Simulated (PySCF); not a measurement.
## S: excitation energy

S [Ne] 3s2 3p4 (3P) → S [Ne] 3s1 3p5, s spin flipped, as a difference of total energies. Calculation: PySCF 2.14, in x2c-TZVPPall; scalar relativity by spin-free X2C-1e. Correlated levels: valence and next inner shell: 1s2 frozen. The calculations carry no spin-orbit coupling.

```tsv
method	excitation energy (cm⁻¹)
UHF	117400
MP2 (valence and next inner shell)	101140
SCS-MP2 (valence and next inner shell)	99078
```

The upper determinant mixes two multiplicities, so it lies between the two terms.

The upper state lies above the first ionisation limit, but in LS coupling its spin forbids autoionisation to the ground ion.

The coupled-cluster amplitudes are large for the upper state (T1 above 0.03 or a double amplitude above 0.15), so a single reference is strained.
